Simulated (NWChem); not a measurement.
C₄H₆O; SMILES O=C1CCC1

```xyz
11

O      0.0000     0.0000    -1.8836
C      0.0000     0.0000    -0.6800
C      0.0000     1.1113     0.3853
C      0.0000     0.0000     1.4806
C      0.0000    -1.1113     0.3853
H      0.8866     1.7547     0.3514
H     -0.8866     1.7547     0.3514
H      0.8874     0.0000     2.1180
H     -0.8874     0.0000     2.1180
H      0.8866    -1.7547     0.3514
H     -0.8866    -1.7547     0.3514
```
Atoms are numbered in this order, from 1.

Computed with NWChem. Medium grid unless said otherwise, to which SCAN and Minnesota functionals are sensitive. Structure relaxed at the B3LYP/6-31G* (spherical d) level.

Q: Order these by “dipole (D)”, lowest first: B3LYP/def2-SVP; PBE/def2-SVP; M06-2X/def2-SVP; Hartree-Fock/def2-SVP.

A: PBE/def2-SVP (2.55), B3LYP/def2-SVP (2.71), M06-2X/def2-SVP (2.81), Hartree-Fock/def2-SVP (3.28)
